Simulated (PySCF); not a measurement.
Molecule: `FC(F)(F)C=C1C=C1`, C5H3F3.

Geometry:
```json
{"atom": "F1", "x (Å)": "-2.434", "y (Å)": "-0.920", "z (Å)": "-0.528"}
{"atom": "C2", "x (Å)": "-1.176", "y (Å)": "-0.601", "z (Å)": "-0.877"}
{"atom": "F3", "x (Å)": "-1.184", "y (Å)": "0.691", "z (Å)": "-1.237"}
{"atom": "F4", "x (Å)": "-0.913", "y (Å)": "-1.315", "z (Å)": "-1.985"}
{"atom": "C5", "x (Å)": "-0.207", "y (Å)": "-0.876", "z (Å)": "0.209"}
{"atom": "C6", "x (Å)": "0.528", "y (Å)": "0.089", "z (Å)": "0.764"}
{"atom": "C7", "x (Å)": "0.943", "y (Å)": "1.451", "z (Å)": "0.881"}
{"atom": "C8", "x (Å)": "1.507", "y (Å)": "0.568", "z (Å)": "1.689"}
{"atom": "H9", "x (Å)": "-0.128", "y (Å)": "-1.913", "z (Å)": "0.538"}
{"atom": "H10", "x (Å)": "0.851", "y (Å)": "2.479", "z (Å)": "0.537"}
{"atom": "H11", "x (Å)": "2.211", "y (Å)": "0.359", "z (Å)": "2.492"}
```

Spin–spin couplings on one PBE0-D3(BJ)/def2-SVP geometry, PySCF 2.14.0 with density-fitted response routines, gas phase, non-relativistic, equivalent pairs averaged (spin–dipole term only in couplings to heteroatoms); isotopes 13C, 1H, 19F; basis pcJ-1.

How do the couplings (Hz) change with the functional? Times are CPU seconds on 1 thread of an Arm Neoverse V2, shared host.

## Answers


| functional | functions | 1J(C7,H10) | 1J(C8,H11) | 1J(C5,H9) | 1J(F1,C2) | 1J(C5,C6) | 1J(C2,C5) | 1J(C7,C8) | core-s |
| --- | --- | --- | --- | --- | --- | --- | --- | --- | --- |
| HF | 246 | 311.2 | 308.4 | 223.4 | -178.7 | 162.5 | 131.0 | 117.6 | 36 |
| LDA | 246 | 196.9 | 194.5 | 139.8 | -350.7 | 94.1 | 69.2 | 25.0 | 20 |
| PBE | 246 | 226.1 | 223.1 | 164.4 | -362.9 | 106.1 | 82.1 | 35.3 | 32 |
| KT2 | 246 | 244.6 | 241.4 | 178.1 | -370.0 | 92.1 | 71.7 | 23.3 | 33 |
| PBE0 | 246 | 233.9 | 231.0 | 170.2 | -322.7 | 111.8 | 87.7 | 42.0 | 45 |
| B97-2 | 246 | 224.8 | 221.8 | 162.7 | -320.7 | 109.8 | 86.7 | 40.7 | 43 |
| BHandHLYP | 246 | 262.8 | 259.7 | 192.7 | -278.4 | 126.4 | 100.8 | 55.3 | 51 |
| CAM-B3LYP | 246 | 244.5 | 241.5 | 177.1 | -314.8 | 114.2 | 89.8 | 42.8 | 63 |
